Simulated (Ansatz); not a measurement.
Basis-set series for H₅InO₄Si, SMILES `O[Si](O)(O)[O][InH2]`. The species carries charge 0 and has multiplicity 1. In takes the def2 core potential. The structure was optimised at the PBE0-D4/def2-TZVP level. It is one conformer, not always the lowest.

```
functional       basis  functions  energy (Eh)  HOMO (eV)  LUMO (eV)
   PBE0-D4  def2-TZVPP        286   -783.47338      -7.96      -0.84
   PBE0-D4  def2-QZVPP        530   -783.50391      -8.00      -0.89
   ωB97M-V  def2-TZVPP        286   -783.75964     -10.23       0.46
   ωB97M-V  def2-QZVPP        530   -783.78838     -10.27       0.32
```

**Question.** Give the rows for def2-SVP. (An estimate is asked.)

**Answer.** Ansatz gave: 
```
functional     basis  functions  energy (Eh)  HOMO (eV)  LUMO (eV)
   PBE0-D4  def2-SVP        125   -782.96219      -7.78      -0.60
   ωB97M-V  def2-SVP        125   -783.24035     -10.02       0.92
```

Positive LUMOs are unbound and depend on the basis.
